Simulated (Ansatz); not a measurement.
Rb5H4. The state is a doublet with charge 0. Geometry B3LYP-D4/def2-SVP.

```xyz
9

Rb   -2.7716    1.6997    1.0783
Rb    0.9440    2.9174   -1.5503
Rb   -1.9000   -2.8533    0.2395
Rb    1.7984   -1.6339   -2.4147
Rb    0.9836   -0.0662    1.3498
H     2.2956    0.6560   -1.1421
H     0.7183   -2.5422   -0.1522
H    -0.2466    2.5103    0.7997
H    -1.8217   -0.6878    1.7921
```

In the def2 sets Rb takes a core potential, while STO-3G treats all electrons; there is no spin–orbit coupling. HSE06 is defined as in plane-wave codes, on full-range PBE exchange. At HF/STO-3G the highest occupied level of the charge 0 doublet lies above zero (up to 5.15 eV). In Hartree–Fock with STO-3G the lack of diffuse functions raises the level. Another isomer (doublet) lies 0.25 eV lower at PBE0-D4/def2-TZVP; other spin states weren't run for this one.

Q: Estimate the α-spin orbital energies around the gap (eV) in Ansatz with HF/STO-3G, PBE-D4/def2-TZVP, r2SCAN-D4/def2-TZVP, PBE0-D4/def2-SVP, HSE06-D4/def2-TZVP.

A: 
| orbital | HF/STO-3G | PBE-D4/def2-TZVP | r2SCAN-D4/def2-TZVP | PBE0-D4/def2-SVP | HSE06-D4/def2-TZVP |
| --- | --- | --- | --- | --- | --- |
| HOMO−9 | -18.43 | -14.78 | -15.29 | -16.50 | -16.06 |
| HOMO−8 | -18.40 | -14.76 | -15.27 | -16.48 | -16.04 |
| HOMO−7 | -18.33 | -14.35 | -14.83 | -16.00 | -15.58 |
| HOMO−6 | -18.25 | -14.19 | -14.65 | -15.84 | -15.43 |
| HOMO−5 | -18.25 | -14.19 | -14.65 | -15.84 | -15.43 |
| HOMO−4 | -3.40 | -4.27 | -4.33 | -5.27 | -4.89 |
| HOMO−3 | -2.11 | -3.77 | -3.86 | -4.74 | -4.37 |
| HOMO−2 | -2.10 | -3.77 | -3.86 | -4.74 | -4.37 |
| HOMO−1 | -0.80 | -3.52 | -3.63 | -4.48 | -4.12 |
| HOMO | 5.15 | -1.64 | -1.57 | -1.92 | -1.66 |
| LUMO | 8.49 | -1.16 | -0.96 | -0.77 | -1.05 |
| LUMO+1 | 8.49 | -1.16 | -0.95 | -0.77 | -1.05 |
| LUMO+2 | 8.82 | -0.95 | -0.53 | -0.49 | -0.78 |
| LUMO+3 | 11.03 | -0.67 | -0.38 | -0.27 | -0.57 |
| LUMO+4 | 14.98 | -0.41 | -0.12 | 0.03 | -0.28 |
| LUMO+5 | 15.56 | -0.35 | 0.09 | 0.11 | -0.25 |
| β HOMO | -1.77 | -3.49 | -3.59 | -4.43 | -4.08 |
| β LUMO | 9.40 | -1.26 | -1.18 | -0.74 | -1.06 |
